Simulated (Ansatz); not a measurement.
Energy needed to pull apart CH2SSe (SMILES C1S[Se]1), closed shell, into free ground-state atoms, from the structure below (at a frame of a short PBE0-D4/def2-SVP trajectory); no zero-point or spin–orbit terms; open-shell atoms are treated unrestricted, in their ground-state multiplicity.

| atom | x (Å) | y (Å) | z (Å) |
| --- | --- | --- | --- |
| C1 | -0.1096 | 0.2962 | -0.1905 |
| S2 | -0.3784 | -0.5495 | 1.3860 |
| Se3 | 1.0314 | -1.2715 | -0.1926 |
| H4 | -1.0079 | 0.2781 | -0.8064 |
| H5 | 0.3830 | 1.2625 | -0.0544 |

Ansatz 0.2.0; basis: def2-TZVPP; cores frozen in the correlated methods. Filled d shells of the heavier atoms are correlated. The def2 sets are not built for correlating such inner shells, so the correlated values are less sure here.

| method | atomization energy (kcal/mol) |
| --- | --- |
| PBE-D4 | 395.9 |
| r2SCAN-D4 | 382.1 |
| PBE0-D4 | ? |
| wB97M-V | 379.1 |
| HF | 240.7 |
| MP2 | 376.9 |
| CCSD | ? |
| CCSD(T) | 366.0 |

(1) What does PBE0-D4 give? (To be estimated.)

(2) What does CCSD give? (Judge from chemistry; the value comes from the calculation.)

T1 diagnostic: at most 0.010.

Results:

(1) By the calculation: 383.4 kcal/mol, which is about 17.4 kcal/mol more than CCSD(T)/def2-TZVPP.

(2) Computed: 354.8 kcal/mol, which is about 11.2 kcal/mol less than CCSD(T)/def2-TZVPP.

In triple zeta the MP2 and coupled-cluster atomization energies are still short of their basis limit by a few kcal/mol a bond, whereas those of the functionals are nearly converged, so these differences are not deviations from converged CCSD(T).

For scale, one of the runs: CCSD(T)/def2-TZVPP forces, 149 basis functions, launched by `ansatz run in.yaml --threads 2 --pin off --events-out ev --progress --plain --max-ram 3481MiB`. The run took 72 s on 2 CPU threads of an Intel Xeon 6975P-C (shared host), with 1.6 GiB of host memory at its peak.
